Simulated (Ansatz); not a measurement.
A made-up structure of SnH$_{3}$SO (charge -1), closed shell:

```xyz
6
angstrom
O 0.0446 -2.3361 1.3597
S 1.0413 -1.5267 0.4849
Sn -0.0407 0.5030 -0.2804
H -1.4781 0.3043 -1.2504
H 1.0327 1.4522 -1.2675
H 2.3879 -1.3430 0.4340
```

It is relaxed with PBE-D4/def2-SVPD and then PBE0-D4/def2-TZVPD (Ansatz 0.2.0). Atoms count as bonded within 1.22 times the sum of their covalent radii (H–H: 0.88 Å). The end point is not checked to be a true minimum.

(1) Does its bonding change? (A judgement: the text doesn't fix the answer.)

Answers

(1) By the calculation: No: no bond forms or breaks.

Where it ends: The first stage lowers the energy by 2.38 eV in 10 steps. It ends as SnH₃SO ([O][SH][SnH2]), total charge -1:
O1  (0.363, -2.369, 1.392)
S2  (0.850, -1.627, 0.155)
Sn3  (-0.150, 0.790, -0.022)
H4  (-1.292, 0.257, -1.295)
H5  (1.160, 1.048, -1.228)
H6  (2.057, -1.045, 0.477)
(Å)

Labels in which every atom is bracketed show which atoms are joined, not bond orders.

For scale, one of the runs: PBE0-D4/def2-TZVPD relaxation, 169 basis functions, launched by `ansatz run in.yaml --threads 2 --pin off --events-out ev --progress --plain --max-ram 4352MiB`. The run took about 42 s on 2 CPU threads of an Arm Neoverse V1 (shared host).
